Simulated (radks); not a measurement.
The numbers below are computed, except where a source is named.
Spherical quantum dot in the effective-mass picture: electrons in a well V = -V0 / (1 + exp((r - R)/a)) with V0 = 22.7, R = 2.26, a = 0.27, all in effective atomic units (hartree* = m*/eps^2 hartree, bohr* = eps/m* bohr), one dielectric constant everywhere. Level of theory: non-relativistic Kohn-Sham, LDA (Slater exchange, Perdew-Wang correlation), spin-polarised, spherical densities (a radial shooting solver with Libxc functionals). Levels are named by radial order and angular momentum (1s, 1p, 1d, 2s, ...), and open shells are averaged over m. Results are scaled to m* = 0.318 and eps = 13.8, for which hartree* = 45.44 meV and bohr* = 2.296 nm.

N = 13, configuration 1s2 1p6 1d(up 5, down 0). This is the lowest configuration that the search found. Occupied and some empty levels:

level    occupation  eigenvalue (meV)  <r> (nm)
1s up             1           -576.36     2.707
1s down           1           -570.05     2.681
1p up             3           -534.30     3.084
1p down           3           -527.10     3.077
1d up             5           -476.77     3.359
1d down           0           -469.27     3.360
2s up             0           -432.91     2.632
2s down           0           -428.62     2.643
1f up             0           -407.03     3.583
1f down           0           -399.56     3.588
2p up             0           -351.93     3.031
2p down           0           -347.06     3.032

Energy (meV): total -9140.79, kinetic 1209.5, external -12517, Hartree 2544.9, exchange-correlation -378.26.

Electron density:

r (nm)  n(r) (e/nm^3)
0.130         0.01550
0.618         0.01889
1.11          0.02674
1.59          0.03824
2.08          0.05017
2.57          0.05655
3.06          0.05170
3.55          0.03608
4.03          0.01790
4.52         0.005963
5.01         0.001314
5.50        0.0001972
5.99       0.00002263
6.48        2.187e-06
